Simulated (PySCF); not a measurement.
# Nonlinear optical response: 1-chloro-4-ethynylbenzene (c1(Cl)ccc(C#C)cc1, C8H5Cl)

Cartesian coordinates in Å; atom numbers follow the order of the lines, from 1:
```xyz
14

C     3.0824    0.5163    0.4134
C     1.8990    0.2966    0.2605
C     0.5062    0.0374    0.0814
C    -0.3190    0.9851   -0.5479
C    -1.6744    0.7388   -0.7249
C    -2.2176   -0.4635   -0.2714
Cl   -3.9053   -0.7704   -0.4918
C    -1.4176   -1.4188    0.3560
C    -0.0629   -1.1667    0.5301
H     4.1300    0.7111    0.5491
H     0.1149    1.9229   -0.8994
H    -2.3171    1.4729   -1.2132
H    -1.8618   -2.3528    0.7034
H     0.5710   -1.9082    1.0198
```

Computed, not measured: quadratic response CAM-B3LYP/aug-cc-pVDZ first hyperpolarisability, Taylor convention, gas phase in PySCF 2.14.0. Geometry: PBE0-D3(BJ)/def2-SVP.

Q: Give β for the processes computed.

A: In au, Taylor convention; the vector part is βᵢ = ⅓ Σⱼ (βᵢⱼⱼ + βⱼᵢⱼ + βⱼⱼᵢ); β∥ is 3/5 of the vector part along the dipole, the dipole points from − to +:
```csv
process,λ (nm),β vector norm,β∥,β HRS,depolarisation ratio
"static β(0;0,0)",∞,420.2,-252.1,167.4,5.75
"second harmonic β(−2ω;ω,ω)",1907,449.3,-269.6,179.0,5.74
"Pockels β(−ω;ω,0)",1907,429.5,-257.7,–,–
"second harmonic β(−2ω;ω,ω)",1064,527.3,-316.4,210.1,5.71
"Pockels β(−ω;ω,0)",1064,451.5,-270.9,–,–
```

Q: Which lowest excitations, dipole and polarisabilities go with it?

A: S1 5.00 eV (f = 0.001); S2 5.08 eV (f = 0.428); S3 5.57 eV (f = 0.000); dipole 1.04 D; isotropic α 112.4 au static, 113.0 au at 1907 nm, 114.3 au at 1064 nm, 114.7 au at 953.5 nm, 120.7 au at 532 nm.
